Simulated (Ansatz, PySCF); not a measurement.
One recipe, two programs

Each step was found twice, by two independent programs: Ansatz 0.2.0 (Cholesky-factored integrals) and PySCF 2.14 (density fitting with its default auxiliary sets, JK sets also for MP2 and CCSD(T)), each with its own PBE0-D4/def2-TZVP structures. Gas-phase electronic energies, without zero-point energy, by CCSD(T) at an estimated basis limit (MP2 extrapolated from triple and quadruple zeta, plus CCSD(T) − MP2 in triple zeta); def2-TZVPP and QZVPP, frozen cores, on PBE0-D4/def2-TZVP structures. Extrapolation: Hartree–Fock as exp(−7.88 √X), correlation as X^−2.97. Barriers and step energies count from each program's own start structure, in eV.

| step | barrier, Ansatz | barrier, PySCF | step energy, Ansatz | step energy, PySCF |
| --- | --- | --- | --- | --- |
| BNH₄ ([BH2][NH2]) + H₂ → BH₃ + NH₃ (still joined by a long B–N bond) | 1.745 | 1.719 | 0.006 | -0.012 |
| C₂H₂ (C#C) + AlH₃ → C₂H₅Al ([CH2][CH][AlH2]) | 0.490 | 0.488 | -1.612 | -1.608 |
| GaH₃S ([SH][GaH2]) → GaH + H₂S | 2.517 | 2.507 | 1.537 | 1.541 |
| ZnBrCl + H₂ → ZnHCl ([Cl][ZnH]) + HBr | 1.733 | 1.727 | 1.181 | 1.179 |
| SiH₂OF₂ ([OH][SiH]([F])[F]) → SiOF₂ ([O][Si]([F])[F]) + H₂ | 3.044 | 3.040 | 2.526 | 2.528 |

(1) Where do the two programs differ most in the barrier, and how do such differences compare with 1 kcal/mol (0.043 eV)?

T1 diagnostic: at most 0.019. The restricted Hartree–Fock reference is unstable towards an unrestricted one at one or more of these structures. The filled d shells of Br, Ga are correlated in sets not built for that, so values that involve them are less sure.

## Answers

(1) For BNH₄ ([BH2][NH2]) + H₂ → BH₃ + NH₃ (still joined by a long B–N bond), by 0.026 eV. All differences lie under 1 kcal/mol.

Labels in which every atom is bracketed show which atoms are joined, not bond orders.
